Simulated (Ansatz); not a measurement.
Ideal-gas functions of BClF3HSi, SMILES `F[Si](F)(F)BCl` at 400 K and 1 bar, from an Ansatz frequency run at PBE0-D4/def2-TZVP.

Molar mass 132.35 g/mol, point group Cs (symmetry number 1), electronic degeneracy 1, moments of inertia 128.711, 414.05, 419.301 u Å². Harmonic wavenumbers (cm⁻¹, unscaled): 21, 104, 184, 222, 309, 317, 398, 611, 720, 843, 899, 967, 976, 1090, 2658.

Use S(trans) = R[1.5 ln M + 2.5 ln T − 1.1517]; rotational temperatures θ = 24.2544 K / I; S(rot) = R[ln(√π/σ · √(T³/θAθBθC)) + 1.5]; for each mode x = 1.438777 ν̃/T, S = R[x/(eˣ − 1) − ln(1 − e⁻ˣ)] and H = RT x/(eˣ − 1); 1 cm⁻¹ = 0.0119627 kJ/mol; R = 8.31446 J/(mol·K).

Q: By hand: the entropy, in J/(mol·K).

A: Translation 175.9. Rotation: θ = 0.1884, 0.0586, 0.0578 K, giving 122.5. Vibration, mode by mode: 29.79, 16.54, 11.90, 10.40, 7.85, 7.66, 6.01, 3.26, 2.40, 1.69, 1.44, 1.18, 1.15, 0.83, 0.01, in all 102.1. Electronic 0.0. Sum 400.5 J/(mol·K).

Q: By hand: H − E and G − E in kJ/mol, counted from the electronic energy.

A: Zero-point energy ½ × 10319 × 0.0119627 = 61.7; thermal vibration 19.1; translation, rotation and pV give 4 RT = 13.3. H − E = 94.1 kJ/mol, and G − E = 94.1 − 400 × 400.5/1000 = -66.1 kJ/mol.

Vibration gives 25 % of the entropy, 46.3 J/(mol·K) of it from the modes under 150 cm⁻¹: soft modes count most, and the harmonic formula is weakest for them. The sum counts one conformer and one mirror image; others add a mixing term.
